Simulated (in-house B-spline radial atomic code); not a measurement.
Inner levels of rhenium as electrons are removed. A shift is the extra binding of the orbital against the neutral atom ([Xe] 4f14 5d5 6s2). The density at the nucleus is averaged over the nuclear charge. Computed with an all-electron radial atomic-structure program (B-spline basis): Dirac-Hartree-Fock, average of the configuration, finite nuclei.

| ion | configuration | shift of 1s1/2 (eV) | shift of 4d5/2 (eV) | shift of 2p1/2 (eV) | radius of 1s1/2 (bohr) | radius of 4d5/2 (bohr) | radius of 2p1/2 (bohr) | Σ<r²> (bohr²) | change of density at nucleus (bohr⁻³) |
| --- | --- | --- | --- | --- | --- | --- | --- | --- | --- |
| Re29+ | [Kr] 4d10 | 1021.42 | 910.72 | 1028.74 | 0.018037 | 0.44296 | 0.062576 | 4.6368 | -177.31 |
| Re30+ | [Kr] 4d9 | ? | ? | ? | ? | ? | ? | ? | ? |
| Re31+ | [Kr] 4d8 | 1158.5 | 1013.07 | 1164.97 | 0.018037 | 0.43548 | 0.062561 | 4.0979 | 299.02 |
| Re32+ | [Kr] 4d7 | 1228.86 | 1065.2 | 1234.84 | 0.018037 | 0.43197 | 0.062553 | 3.8405 | 547.38 |
| Re33+ | [Kr] 4d6 | ? | ? | ? | ? | ? | ? | ? | ? |
| Re34+ | [Kr] 4d5 | 1373.2 | 1171.34 | 1378.08 | 0.018037 | 0.42515 | 0.062536 | 3.3483 | 1064.5 |

(1) Fill in the row of Re30+.

(2) Fill in the row of Re33+.

Results:

(1) shift of 1s1/2 (eV): 1089.35; shift of 4d5/2 (eV): 961.58; shift of 2p1/2 (eV): 1096.27; radius of 1s1/2 (bohr): 0.018037; radius of 4d5/2 (bohr): 0.43906; radius of 2p1/2 (bohr): 0.062568; Σ<r²> (bohr²): 4.3632; change of density at nucleus (bohr⁻³): 57.47.

(2) shift of 1s1/2 (eV): 1300.42; shift of 4d5/2 (eV): 1117.95; shift of 2p1/2 (eV): 1305.88; radius of 1s1/2 (bohr): 0.018037; radius of 4d5/2 (bohr): 0.42853; radius of 2p1/2 (bohr): 0.062545; Σ<r²> (bohr²): 3.5908; change of density at nucleus (bohr⁻³): 802.53.
